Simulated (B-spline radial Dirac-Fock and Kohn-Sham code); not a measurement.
# Scattering functions of Ce⁸⁺

System: the Ce⁸⁺ ion in the configuration [Kr] 4d10 5s2 5p2.

Calculated with a radial finite-basis atomic code, using relativistic Hartree-Fock (Dirac-Fock) wave functions, averaged over the configuration. f₀ is the Fourier transform of the spherical electron density, S the Waller-Hartree incoherent function, and s = sin θ/λ. The electron scattering factor follows from the Mott-Bethe formula f_e = 0.023934 Å⁻¹·(Z − f₀)/s².

```csv
s (Å⁻¹),f₀,S,f_e (Å)
0,50.000,0.000,–
0.05,49.617,0.408,80.254
0.1,48.515,1.532,22.701
0.15,46.820,3.130,11.892
0.2,44.708,4.930,7.953
0.25,42.361,6.731,5.989
0.3,39.940,8.433,4.803
0.35,37.561,10.013,3.993
0.4,35.297,11.485,3.396
0.45,33.181,12.870,2.933
0.5,31.222,14.185,2.564
0.6,27.757,16.649,2.011
0.7,24.846,18.938,1.619
0.8,22.436,21.094,1.330
0.9,20.477,23.126,1.109
1,18.897,25.012,0.936
1.1,17.606,26.723,0.799
1.2,16.515,28.244,0.690
1.4,14.651,30.753,0.529
1.6,12.952,32.733,0.421
1.8,11.342,34.382,0.345
2,9.873,35.813,0.288
2.5,7.144,38.726,0.195
3,5.683,40.929,0.139
3.5,4.902,42.627,0.104
4,4.347,43.960,0.080
5,3.346,45.853,0.052
6,2.503,47.031,0.037
```

f₀ starts at the number of electrons, 50, and has fallen to half at s ≈ 0.69 Å⁻¹. The sum of ⟨r²⟩ over the electrons is 20.99 bohr². For an ion f_e diverges as s goes to zero, because of the net charge.
